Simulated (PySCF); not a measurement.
## Static response to an electric field

Species: C₃H₇NO₂Si.
SMILES with atom numbers: `[H]/[N:7]=[CH:6]\[SiH2:5][O:4][C:2]([CH3:1])=[O:3]` (hydrogens: H8, H9, H10 on C1; H11, H12 on Si5; H13 on C6; H14 on N7)

Structure used (PBE0-D3(BJ)/def2-SVP), in Å, numbered top down from 1:
```
atom  x, y, z in Å
C1     2.4989   -0.1739    0.1823
C2     1.1761   -0.5778    0.7525
O3     1.0103   -1.2067    1.7679
O4     0.1343   -0.1716    0.0115
Si5   -1.4206   -0.5969    0.6009
C6    -2.5916    0.1429   -0.6896
N7    -3.8626    0.0752   -0.6623
H8     2.6310   -0.6470   -0.8020
H9     2.5194    0.9137    0.0233
H10    3.3057   -0.4789    0.8575
H11   -1.6737    0.0207    1.9308
H12   -1.5866   -2.0745    0.6533
H13   -2.1452    0.6847   -1.5462
H14   -4.1945   -0.4418    0.1637
```

Level: CAM-B3LYP/def2-SVPD (PySCF), static field, nuclei fixed, core orbitals frozen in the response. The polarisability tensor in these axes (au):

```
x   96.12 -0.64  3.60
y   -0.64 61.61 -7.28
z    3.60 -7.28 69.42
```

Task: Diagonalise the tensor; give its mean and Δα, where Δα² is half the sum of the squared differences of the eigenvalues.

Result: Principal values 57.21, 73.27 and 96.67 au; mean 75.72 au = 11.22 Å³ = 12.48 × 10⁻⁴⁰ C²·m²/J; Δα = 34.37 au (45 % of the mean).

Task: What is the dipole moment, and where does it point?

Result: (1.92, 0.39, -0.53) D, 2.03 D in size, pointing from the negative to the positive side. Measured along this direction, the outermost atoms are H14 at the negative end and H10 at the positive end.

Task: Traceless (Buckingham) quadrupole moment about the centre of nuclear charge: eigenvalues?

Result: -19.41, 4.73, 14.69 D·Å. The values depend on the origin, since the dipole doesn't vanish. The electronic extent ⟨r²⟩ about the same centre is 1254 bohr², a root-mean-square distance of 2.38 Å for the 62 electrons.

Task: Along which axes do the principal values lie, and how far do the nuclei extend along each?

Result: Largest value along (0.99, -0.05, 0.14), where the nuclei span 7.52 Å; middle along (-0.15, -0.52, 0.84), 3.31 Å; least along (-0.03, 0.85, 0.52), 2.46 Å. The response follows the extents in order.

Task: Form Σ f/ω² (atomic units) for the 10 lowest TDDFT singlets, given as eV and f, and set it beside the mean polarisability, which is this sum over all singlets: 4.30, 0.0001; 5.86, 0.0006; 6.32, 0.0120; 7.25, 0.0034; 7.58, 0.0643; 7.68, 0.0013; 7.70, 0.0001; 7.73, 0.0080; 7.89, 0.0079; 7.99, 0.0782.

Result: They add up to 2.23 au, 2.9 % of the 75.72 au; the largest single term is 0.91 au, from the state at 7.99 eV. Terms in order: 0.00, 0.01, 0.22, 0.05, 0.83, 0.02, 0.00, 0.10, 0.09, 0.91 au. Higher excitations give the rest. The strengths listed sum to 0.176.

Task: What depolarisation ratio follows for Rayleigh scattering of linearly polarised light, taking the static tensor?

Result: ρ = 3Δα²/(45ᾱ² + 4Δα²) = 3543.8/(257982 + 4725.0) = 0.0135.

Task: Find the Langevin capture rate constant for O2+ (31.990 u) meeting this molecule (117.025 u), k = 2.342 × 10⁻⁹ cm³/s × √(α in Å³ / reduced mass in u).

Result: The reduced mass is 25.12 u, so k = 1.57 × 10⁻⁹ cm³/s. The formula leaves out the permanent dipole, which adds to the capture rate.

Isolated species at its PBE0-D3(BJ)/def2-SVP geometry (one conformer only).
